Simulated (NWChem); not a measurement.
Molecule: CH5F2NSi; SMILES N[Si@@H](F)CF

```xyz
10

N     -1.6302     0.6731     0.2470
Si    -0.0295     0.4918    -0.3451
F      1.0249     1.6627     0.1519
C      0.7238    -1.1110     0.3378
F     -0.0008    -2.2168    -0.1045
H     -1.8657     0.5229     1.2298
H     -2.3053     1.2856    -0.2138
H     -0.0830     0.5513    -1.8380
H      0.7321    -1.0932     1.4538
H      1.7869    -1.2110     0.0179
```
Atoms are numbered in this order, from 1.

Computed with NWChem. Geometry: optimised at PBE-D3(BJ)/def2-SVP. Level B3LYP/def2-SVP: energy and gradient on several grids; changes count from the extra-fine grid, which is no exact limit either.

Q: Which is the coarsest grid (coarse; medium; fine; xcoarse; xfine) from which on the energy stays within 50 μHa and each gradient component within 100 μHa/bohr of xfine?

A: medium.
| grid | size of the energy change (μHa) | largest change of a gradient component (μHa/bohr) | time, medium = 1 (rough) |
|---|---|---|---|
| xcoarse | 5000 | 2000 | about 1 |
| coarse | 50 | 300 | about 1 |
| medium | < 10 | < 30 | about 1 |
| fine | < 10 | < 30 | about 1 |
| xfine | < 10 | < 30 | 2 |
